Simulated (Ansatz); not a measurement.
Coupled-cluster diagnostics for Si₆H₃⁺ (the lowest singlet isomer of a short search), Ansatz.

Geometry of the singlet (PBE0-D4/def2-SVP):

```xyz
9

Si   -0.241    1.696    0.978
Si   -0.210   -0.843    1.281
Si    1.347    0.177   -0.089
Si   -2.173    0.088    0.351
Si   -0.335   -1.760   -0.934
Si   -0.570    0.599   -1.307
H    -0.678    1.379   -2.561
H     0.040   -1.490    2.588
H     2.820    0.154   -0.307
```

Correlated methods freeze 30 core orbitals. The structure comes from a short search, and lower isomers may exist.

Q: Estimate the CCSD(T) correlation energy, the shares of MP2 and (T), T1 and the reference's ⟨S²⟩ for: charge 1, singlet, own geometry in def2-TZVPP; and the rough time on 4 threads of Arm Neoverse V2 on a shared host.

A: 
```
                          state       basis  correlation (eV)  MP2 share (%)  (T) share (%)     T1  ⟨S²⟩ (pure)  wall time
charge 1, singlet, own geometry  def2-TZVPP           -21.213           89.3            7.5  0.019  0.00 (0.00)    8.8 min
```
Customary marks for T1 are 0.02 (closed shells), 0.045 (open shells) and about 0.05 (3d metals). T1 stays under 0.02 throughout.
